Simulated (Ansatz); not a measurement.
Start from `O/C=C(\O)F` and change one atom or group to get `CB/C(F)=C\O`.

Ansatz, PBE0-D4/def2-TZVP geometries, multiplicity 1. Each molecule was computed in one conformer, which needn't be the lowest.

| property | `O/C=C(\O)F` |
| --- | --- |
| LUMO energy (PBE0/def2-TZVPP) / eV | 0.62 |
| HOMO–LUMO gap (ωB97M-V/def2-TZVPP) / eV | 10.80 |
| LUMO energy (B3LYP/def2-TZVPP) / eV | 0.21 |
| HOMO–LUMO gap (PBE/def2-TZVPP) / eV | 4.85 |
| size of the dipole moment (B3LYP/def2-TZVPP) / D | 2.56 |
| HOMO–LUMO gap (B3LYP/def2-TZVPP) / eV | 6.46 |

(1) What does the change do to each property? (An estimate is asked.)

## Answers

(1) Ansatz gave: 
```tsv
property	`CB/C(F)=C\O`	shift
LUMO energy (PBE0/def2-TZVPP) / eV	-1.51	-2.13
HOMO–LUMO gap (ωB97M-V/def2-TZVPP) / eV	9.57	-1.23
LUMO energy (B3LYP/def2-TZVPP) / eV	-1.72	-1.93
HOMO–LUMO gap (PBE/def2-TZVPP) / eV	3.30	-1.55
size of the dipole moment (B3LYP/def2-TZVPP) / D	2.94	0.38
HOMO–LUMO gap (B3LYP/def2-TZVPP) / eV	4.97	-1.49
```

With PBE0 the HOMO falls by 0.45 eV and the LUMO falls by 2.13 eV, so the gap narrows by about 1.68 eV. PBE moves the HOMO by -0.56 eV and ωB97M-V by -0.37 eV. Dipoles are sizes alone; their direction can turn.

B3LYP here is the variant with VWN-RPA as its local correlation; programs differ in this.
